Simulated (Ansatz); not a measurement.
Total energies of B2Sb⁺ (the lowest singlet isomer of a short search) from Ansatz at PBE0-D4/def2-TZVP, gas phase (1 Eh = 27.2114 eV = 2625.5 kJ/mol). The reference geometry is relaxed at PBE-D4/def2-TZVP.

```
atom   x (Å)   y (Å)   z (Å)
  B1   0.187  -0.036   1.004
  B2   0.233  -0.976  -0.194
 Sb3  -0.420   1.012  -0.810
```

| state | geometry | energy (Eh) |
| --- | --- | --- |
| charge 1 singlet | reference | -289.42201 |
| charge 0 doublet | reference | -289.73104 |
| charge 1 triplet | relaxed at PBE-D4/def2-TZVP | -289.39808 |
| charge 1 quintet | relaxed at PBE-D4/def2-TZVP | -289.35799 |

In the def2 sets Sb takes a core potential; there is no spin–orbit coupling.

Task: Work out the vertical electron affinity, to the doublet.

Result: E(charge 1 singlet) − E(charge 0 doublet) = -289.42201 − (-289.73104) = 0.30903 Eh = 8.41 eV.

Task: Which of the charge 1 states is lowest, and how far above it are the others?

Result: The singlet. triplet: -289.39808 − (-289.42201) = 0.02393 Eh = 62.8 kJ/mol; quintet: -289.35799 − (-289.42201) = 0.06402 Eh = 168.1 kJ/mol.

At PBE0-D4/def2-TZVP the charge 0 doublet is spin-contaminated (final ⟨S²⟩ up to 0.93, 0.75 for a pure state). 

The structure comes from a short search, and lower isomers may exist.
